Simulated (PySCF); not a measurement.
# A thermochemical cycle for BI

MP2 in PySCF with x2c-SVPall on every atom, spin-free X2C, for the lowest determinant that a PBE0 search found; no spin–orbit coupling. BI, a singlet (closed shell), has De = 3.56 eV to neutral atoms, and BI⁺, a doublet (σ ↑), has De = 3.05 eV to B⁺ + I.

At the same level the B atom ionises at 8.20 eV.

**Question.** What is the adiabatic ionisation energy of the molecule, and does ionisation strengthen or weaken the bond?

**Answer.** IE = IE(B) + De(neutral) − De(ion) = 8.20 + 3.56 − 3.05 = 8.71 eV. De changes by -0.51 eV, so ionisation weakens the bond.

Correlated steps freeze 19 core orbitals. Correlated levels converge slowly with the basis: in double zeta they bind strong bonds too weakly, by up to about 1 eV, and carry superposition errors of some tenths. These are scalar-relativistic numbers at best; spin–orbit coupling would shift them, the dissociation energy most. For an ion De counts to the pair picked by the measured ionisation energies or electron affinities, which need not be the lowest pair at this level. Where the molecule has an RHF reference, its open-shell atoms are computed with UHF. States were picked by a PBE0 search and need not be the measured ground states.
